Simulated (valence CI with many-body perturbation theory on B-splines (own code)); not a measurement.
**A CI+MBPT run for Tb43+**

Calculated by relativistic CI+MBPT: four valence electrons over a frozen Dirac-Fock core [Ar], a basis of 7 s, 7 p, 8 d, 6 f, 4 g, 1 h functions for each j, with the one-electron correlation potential Σ1 (screened to all orders), the two-electron term Σ2, the three-electron term Σ3, Breit, model QED; selected single and double excitations, second order for the rest, scaled by the run's own slope (own B-spline code, finite nucleus).

Command, and the settings that its task file holds:

```sh
python run_cv.py task.json out
```

```
atom Tb  Z=65  mass_number=159  rms_radius_fm=5.0600
core [Ar]
valence 3d4
avg = 1
basis = M
beyond = 1
breit = 1
cap = 32000
capref = 2200
cscale = 1
de = 0.0
dress = 0
eps = 2e-08
extrap = 1
h = 0.27
hh = 1
l2 = 3
lcore = 6
maxit = 60
n2 = 5
natural = 1
nlev = 190
nno = [4, 4, 5, 4, 3, 1]
nroot = 40
nsp = [3, 3, 3, 2, 1, 0]
pt2 = 1
qed = 1
rpa = 1
s1 = 1
s2 = 1
s3 = 1
screen = 1
tol = 2e-05
whole = 1
```

(1) Roughly how long does this run take on one core of Intel(R) Xeon(R) Processor @ 2.30GHz, and how much memory?

Log. The first blocks belong to the next ion, which gives the ionisation energy. Fields: 2J, parity (1 odd), roots, reference size, generating configurations, candidates as configurations/state functions, variational space P, stored matrix elements, Davidson steps; e2 is the range of second-order energies in hartree. The first line gives the box (bohr), its intervals, the orbitals and the steps of their self-consistent field. Window is the range of levels sought, series limit the energy at which the first omitted orbital would enter, core excitation an estimate of the first excitation out of the core, left out the lowest levels not solved, and shifts from estimates the range by which levels moved from their first estimate, all in cm⁻¹.

```
rmax 2.6 intervals 56 orbitals 59 references ['3d4', '3d3 4s', '3d3 4p'] scf 3 t 0.8
2J=3 par=0 roots 2 ref 41 generators 4 cand 1677/4149 P 1053/2659 nnz 2e+06 it 4
2J=3 par=0 roots 2 ref 41 generators 4 cand 646/1531 P 1294/3294 nnz 2.9e+06 it 4
   second order: generators 6 cand 1193/2701 e2 -0.00001 -0.00001
2J=5 par=0 roots 2 ref 45 generators 3 cand 1730/5058 P 1025/3197 nnz 2.8e+06 it 4
2J=5 par=0 roots 2 ref 45 generators 3 cand 726/1906 P 1352/4119 nnz 4.6e+06 it 3
   second order: generators 5 cand 2030/5689 e2 -0.00001 -0.00001
reference levels 1454, estimated 34, window 1548751 1/cm; series limit 21598389, core excitation 2028683
2J=0 par=0 roots 5 ref 37 generators 4 cand 1133/1943 P 2070/3857 nnz 2.9e+06 it 4
2J=0 par=0 roots 5 ref 37 generators 4 cand 352/623 P 2298/4279 nnz 3.7e+06 it 4
   second order: generators 6 cand 2612/7052 e2 -0.00002 -0.00000
2J=2 par=0 roots 4 ref 93 generators 3 cand 2097/9444 P 1225/6392 nnz 9.8e+06 it 4
2J=2 par=0 roots 4 ref 93 generators 3 cand 1332/5644 P 2157/10641 nnz 2.5e+07 it 4
   second order: generators 4 cand 2082/14862 e2 -0.00001 -0.00000
2J=8 par=0 roots 7 ref 121 generators 4 cand 2265/16384 P 777/6397 nnz 9.8e+06 it 6
2J=8 par=0 roots 7 ref 121 generators 4 cand 1796/12599 P 2314/17270 nnz 6.5e+07 it 7
   second order: generators 5 cand 1941/24161 e2 -0.00001 -0.00001
2J=4 par=0 roots 8 ref 133 generators 4 cand 2298/15010 P 854/6390 nnz 9.5e+06 it 5
2J=4 par=0 roots 8 ref 133 generators 4 cand 1778/11250 P 2390/16307 nnz 5.6e+07 it 5
   second order: generators 5 cand 1924/21050 e2 -0.00001 -0.00000
2J=6 par=0 roots 6 ref 136 generators 3 cand 2307/17004 P 741/6395 nnz 1e+07 it 5
2J=6 par=0 roots 6 ref 136 generators 3 cand 1866/13240 P 2198/17287 nnz 6.5e+07 it 5
   second order: generators 4 cand 2091/25053 e2 -0.00001 -0.00001
2J=10 par=0 roots 2 ref 88 generators 2 cand 2093/13252 P 813/6394 nnz 1.1e+07 it 4
2J=10 par=0 roots 2 ref 88 generators 2 cand 1611/9445 P 1801/13056 nnz 4.1e+07 it 5
   second order: generators 2 cand 623/2783 e2 -0.00002 -0.00001
2J=12 par=0 roots 2 ref 56 generators 2 cand 1766/9400 P 1106/6397 nnz 1.1e+07 it 4
2J=12 par=0 roots 2 ref 56 generators 2 cand 1083/5559 P 1860/10366 nnz 2.6e+07 it 4
   second order: generators 2 cand 329/1590 e2 -0.00001 -0.00001
left out: unestimated 11215912, estimated none, shifts from estimates -361 to 29
operators 1.2
```

The Davidson iterations converged.

No measured spectrum was set against this ion. As an estimate, large intervals hold to a few tenths of a per cent, small ones and those within an open d or f shell to about a per cent. Only levels of the ground parity were solved; by the run's estimate the other parity begins above the list, which can be wrong where configurations are misplaced.

```yaml
Valence_energy: -534.5407 hartree
Ionisation_energy: "3458.6 eV (NIST: 3458 ± 4 eV (theoretical))"
Reference_configurations_for_the_orbitals: 3d4, 3d3 4s, 3d3 4p
Radial_orbitals: 59
Box_radius: 2.605 bohr
Largest_variational_space: 17287
Lowest_levels: (3d3/2^4) J=0 0, (3d3/2^3 3d5/2) J=1 254980, (3d3/2^3 3d5/2) J=4 339040, (3d3/2^3 3d5/2) J=2 346500, (3d3/2^3 3d5/2) J=3 373280, (3d3/2^2 3d5/2^2) J=0 [a] 571010, (3d3/2^2 3d5/2^2) J=2 [a] 585560, (3d3/2^2 3d5/2^2) J=4 [a] 590570, (3d3/2^2 3d5/2^2) J=3 [a] 604860, (3d3/2^2 3d5/2^2) J=5 633700, (3d3/2^2 3d5/2^2) J=6 654150, (3d3/2^2 3d5/2^2) J=1 659620, (3d3/2^2 3d5/2^2) J=4 [b] 688910, (3d3/2^2 3d5/2^2) J=3 [b] 690860 cm⁻¹
```

Levels are named by their leading jj configuration (3d3/2^4 stands for four electrons in 3d with j = 3/2), which in mixed levels can hold well under half, so a name can repeat and another be missing. Letters in brackets count levels of one name in rising energy.

## Answers

(1) 26 s on 1 thread of Intel(R) Xeon(R) Processor @ 2.30GHz, on a shared host, peak memory 0.66 GiB.
